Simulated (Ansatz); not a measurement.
Born–Oppenheimer molecular dynamics of BCl$_{2}$FH$_{2}$ (6 atoms, charge 0, multiplicity 1). It starts at the highest image of a converged band, a first-order saddle point between two minima.

Computed with Ansatz 0.2.0, RKS PBE0-D4/def2-SVP.

```json
{"ensemble": "NVE (velocity Verlet)", "time step": "0.5 fs", "steps asked": "200", "starting velocities drawn for": "300 K", "seed": "7169"}
```

First frame:

```xyz
6
Properties=species:S:1:pos:R:3
B -0.073 -0.302 0.034
Cl -0.068 0.086 2.100
F 1.112 0.055 -0.439
Cl -1.563 0.283 -0.704
H -0.139 -1.596 0.237
H -0.097 -1.175 1.229
```

How far do the bonds stretch over the last three quarters of this one trajectory? (Pairs bonded in most of those frames.)


```tsv
bond	mean (Å)	spread (Å)	shortest	longest
B1–Cl2	1.745	0.069	1.64	1.87
B1–F3	1.317	0.011	1.30	1.33
B1–Cl4	1.748	0.035	1.68	1.81
H5–H6	0.770	0.043	0.71	0.83
```

Mean temperature of the second half: 2418 K. The conserved energy stayed within 0.34 meV per atom of its start (net change -0.2 meV per atom), so the integration is sound. The kinetic energy rose, since the run started high on the potential surface and went downhill. It ends in pieces (BCl2F + H2), so much of that is their flight and rotation, not heat. A run of 0.1 ps of so small a system gives no equilibrium averages. The orbitals stay closed-shell, which can raise the energy where a bond breaks towards radicals; this wasn't checked here.

Run time: 2.7 min on 1 thread of AMD EPYC 9R45 96-Core Processor (Zen 5) (shared host), peak memory 0.16 GiB.
